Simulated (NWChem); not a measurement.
System: GaH2, doublet; SMILES [GaH2]

NWChem input:

```
start job
memory heap 200 mb stack 900 mb global 1100 mb
geometry units angstroms
  Ga     0.000000     0.000000    -0.107027
  H      1.382447     0.000000    -0.903006
  H     -1.382447     0.000000    -0.903006
end
basis spherical
  Ga library 3-21g
  H library 3-21g
end
dft
  odft
  mult 2
  xc hfexch
  iterations 150
end
driver
  maxiter 120
end
task dft optimize
task dft freq
```

NWChem printed, in part:

```
             Northwest Computational Chemistry Package (NWChem) 7.3.0
             --------------------------------------------------------

 C2V symmetry detected

                             Geometry "geometry" -> ""
                             -------------------------

 Output coordinates in angstroms (scale by  1.889725989 to convert to a.u.)

  No.       Tag          Charge          X              Y              Z
 ---- ---------------- ---------- -------------- -------------- --------------
    1 Ga                  31.0000     0.00000000     0.00000000     0.04824115
    2 H                    1.0000     1.38244700     0.00000000    -0.74773785
    3 H                    1.0000    -1.38244700     0.00000000    -0.74773785

 Effective nuclear repulsion energy (a.u.)      20.7583916666

      Symmetry information
      --------------------

 Group name             C2v
 Group number             16
 Group order               4
 No. of unique centers     2

                                Z-matrix (autoz)
                                --------

 Units are Angstrom for bonds and degrees for angles

      Type          Name      I     J     K     L     M      Value
      ----------- --------  ----- ----- ----- ----- ----- ----------
    1 Stretch                  1     2                       1.59522
    2 Stretch                  1     3                       1.59522
    3 Bend                     2     1     3               120.13544

  xc_inp: hfexch multiplicative factor not found.

                           NWChem Geometry Optimization
                           ----------------------------

 maximum gradient threshold         (gmax) =   0.000450
 rms gradient threshold             (grms) =   0.000300
 maximum cartesian step threshold   (xmax) =   0.001800
 rms cartesian step threshold       (xrms) =   0.001200
 fixed trust radius                (trust) =   0.300000
 source of zmatrix                         =   autoz

          -------------------
          Energy Minimization
          -------------------

 Using diagonal initial Hessian
 Scaling for Hessian diagonals: bonds = 1.00  angles = 0.25  torsions = 0.10

          --------
          Step   0

                                 NWChem DFT Module
                                 -----------------

 Summary of "ao basis" -> "ao basis" (spherical)
 ------------------------------------------------------------------------------
       Tag                 Description            Shells   Functions and Types
 ---------------- ------------------------------  ------  ---------------------
 Ga                          3-21g                  10       22   5s4p1d
 H                           3-21g                   2        2   2s

      Symmetry analysis of basis
      --------------------------

        a1         13
        a2          1
        b1          7
        b2          5

            General Information
            -------------------
          SCF calculation type: DFT
          Wavefunction type:  spin polarized.
          No. of atoms     :     3
          No. of electrons :    33
           Alpha electrons :    17
            Beta electrons :    16
          Charge           :     0
          Spin multiplicity:     2
          Use of symmetry is: on ; symmetry adaption is: on
          Maximum number of iterations: 150
          AO basis - number of functions:    26
                     number of shells:    14
          Convergence on energy requested:  1.00D-06
          Convergence on density requested:  1.00D-05
          Convergence on gradient requested:  5.00D-04

              XC Information
              --------------
                     Hartree-Fock (Exact) Exchange  1.000

      Superposition of Atomic Density Guess
      -------------------------------------

 Sum of atomic energies:       -1914.78698405

      Non-variational initial energy
      ------------------------------

 Total energy =   -1914.762031
 1-e energy   =   -2718.301882
 2-e energy   =     782.781459
 HOMO         =      -0.097287
 LUMO         =      -0.010585

   Symmetry analysis of molecular orbitals - initial alpha
   -------------------------------------------------------

  Numbering of irreducible representations:

     1 a1          2 a2          3 b1          4 b2

  Orbital symmetries:

     1 a1          2 a1          3 b1          4 a1          5 b2
     6 a1          7 b1          8 a1          9 b2         10 b1
    11 a1         12 a2         13 a1         14 b2         15 a1
    16 b1         17 a1         18 b2         19 a1         20 b1
    21 a1         22 b2         23 a1         24 b1         25 a1
    26 b1

   Symmetry analysis of molecular orbitals - initial beta
   ------------------------------------------------------

  Numbering of irreducible representations:

     1 a1          2 a2          3 b1          4 b2

  Orbital symmetries:

     1 a1          2 a1          3 b1          4 a1          5 b2
     6 a1          7 b1          8 a1          9 b2         10 b1
    11 a1         12 a2         13 a1         14 b2         15 a1
    16 b1         17 a1         18 b2         19 a1         20 b1
    21 a1         22 b2         23 a1         24 b1         25 a1
    26 b1

[...]

      ----------------------
      Optimization converged
      ----------------------

  Step       Energy      Delta E   Gmax     Grms     Xrms     Xmax
  ---- ---------------- -------- -------- -------- -------- --------
@    1   -1914.92205717 -2.3D-07  0.00011  0.00009  0.00031  0.00075
                                     ok       ok       ok       ok

                                Z-matrix (autoz)
                                --------

 Units are Angstrom for bonds and degrees for angles

      Type          Name      I     J     K     L     M      Value     Gradient
      ----------- --------  ----- ----- ----- ----- ----- ---------- ----------
    1 Stretch                  1     2                       1.59496    0.00011
    2 Stretch                  1     3                       1.59496    0.00011
    3 Bend                     2     1     3               120.17344   -0.00004

                         Geometry "geometry" -> "geometry"
                         ---------------------------------

 Output coordinates in angstroms (scale by  1.889725989 to convert to a.u.)

  No.       Tag          Charge          X              Y              Z
 ---- ---------------- ---------- -------------- -------------- --------------
    1 Ga                  31.0000     0.00000000     0.00000000     0.04784658
    2 H                    1.0000     1.38247900     0.00000000    -0.74754056
    3 H                    1.0000    -1.38247900     0.00000000    -0.74754056

 Effective nuclear repulsion energy (a.u.)      20.7618367747

      Symmetry information
      --------------------

 Group name             C2v
 Group number             16
 Group order               4
 No. of unique centers     2

                Final and change from initial internal coordinates
                --------------------------------------------------

                                Z-matrix (autoz)
                                --------

 Units are Angstrom for bonds and degrees for angles

      Type          Name      I     J     K     L     M      Value       Change
      ----------- --------  ----- ----- ----- ----- ----- ---------- ----------
    1 Stretch                  1     2                       1.59496   -0.00027
    2 Stretch                  1     3                       1.59496   -0.00027
    3 Bend                     2     1     3               120.17344    0.03800

[...]

 Rotational Constants
 --------------------
 A=  13.606490 cm-1  ( 19.576266 K)
 B=   4.375905 cm-1  (  6.295810 K)
 C=   3.311055 cm-1  (  4.763764 K)

 Temperature                      =   298.15K
 frequency scaling parameter      =   1.0000

 Zero-Point correction to Energy  =    6.378 kcal/mol  (  0.010163 au)
 Thermal correction to Energy     =    8.204 kcal/mol  (  0.013074 au)
 Thermal correction to Enthalpy   =    8.796 kcal/mol  (  0.014018 au)

 Total Entropy                    =   52.270 cal/mol-K
   - Translational                =   38.677 cal/mol-K (mol. weight =  70.9413)
   - Rotational                   =   13.384 cal/mol-K (symmetry #  =        2)
   - Vibrational                  =    0.208 cal/mol-K

 Cv (constant volume heat capacity) =    6.645 cal/mol-K
   - Translational                  =    2.979 cal/mol-K
   - Rotational                     =    2.979 cal/mol-K
   - Vibrational                    =    0.687 cal/mol-K

[normal modes left out]

 ----------------------------------------------------------------------------
 Normal Eigenvalue ||           Projected Infra Red Intensities
  Mode   [cm**-1]  || [atomic units] [(debye/angs)**2] [(KM/mol)] [arbitrary]
 ------ ---------- || -------------- ----------------- ---------- -----------
    1       -0.000 ||    0.000000           0.000         0.000       0.000
    2       -0.000 ||    0.000005           0.000         0.005       0.001
    3        0.000 ||    0.000215           0.005         0.209       0.022
    4        0.000 ||    0.003668           0.085         3.576       0.379
    5        0.000 ||    0.003668           0.085         3.576       0.379
    6        0.000 ||    0.001831           0.042         1.785       0.189
    7      805.749 ||    0.298411           6.885       290.905      30.809
    8     1816.841 ||    0.097815           2.257        95.355      10.099
    9     1840.800 ||    0.466118          10.754       454.395      48.123
 ----------------------------------------------------------------------------
```

Level: UHF/3-21G. In the optimisation the excess spin sits in a1 (C2v, its own frame). This spin state was assumed; another may lie lower. No stability test was run on the SCF state.
